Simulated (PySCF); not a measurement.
SMILES CC(C)CCCl, GFN2-xTB optimised geometry.

```
17

C     -0.66    -1.48    -1.22
C     -0.14    -0.72     0.00
C      1.39    -0.72     0.00
C     -0.71     0.70     0.00
C     -0.41     1.50     1.26
Cl    -1.15     0.74     2.70
H     -0.28    -2.50    -1.22
H     -1.74    -1.51    -1.22
H     -0.33    -0.99    -2.14
H     -0.49    -1.23     0.90
H      1.77    -0.16    -0.85
H      1.79    -0.28     0.91
H      1.76    -1.74    -0.07
H     -1.79     0.65    -0.13
H     -0.29     1.25    -0.85
H     -0.83     2.50     1.19
H      0.66     1.57     1.46
```

Density from CAM-B3LYP/def2-SVP run with PySCF 2.14.0 at that geometry.

Minimum of the electron density along straight lines between bonded atoms, close to the bond critical point (lines longer than 1.1 times the sum of covalent radii, or with two minima, are not listed):

```csv
bond,length / Å,ρ at the minimum / e bohr⁻³,∇²ρ there / e bohr⁻⁵,position (fraction from the first atom)
C1–C2,1.527,0.246,-0.57,0.50
C2–C3,1.527,0.246,-0.57,0.50
C2–C4,1.534,0.245,-0.57,0.49
C4–C5,1.520,0.251,-0.60,0.48
C5–Cl6,1.787,(withheld),(withheld),0.42
C1–H7,1.087,0.277,-1.02,0.63
C1–H8,1.088,0.277,-1.02,0.63
C1–H9,1.088,0.276,-1.01,0.62
C2–H10,1.095,0.279,-1.03,0.63
C3–H11,1.088,0.276,-1.01,0.62
C3–H12,1.087,0.277,-1.02,0.63
C3–H13,1.087,0.277,-1.02,0.63
C4–H14,1.092,0.277,-1.02,0.63
C4–H15,1.093,0.275,-1.00,0.62
C5–H16,1.090,0.283,-1.10,0.64
C5–H17,1.089,0.284,-1.10,0.64
```

Question: Some entries are withheld; supply them.

Answer: 
- C5–Cl6, ρ at the minimum / e bohr⁻³: 0.178
- C5–Cl6, ∇²ρ there / e bohr⁻⁵: -0.21
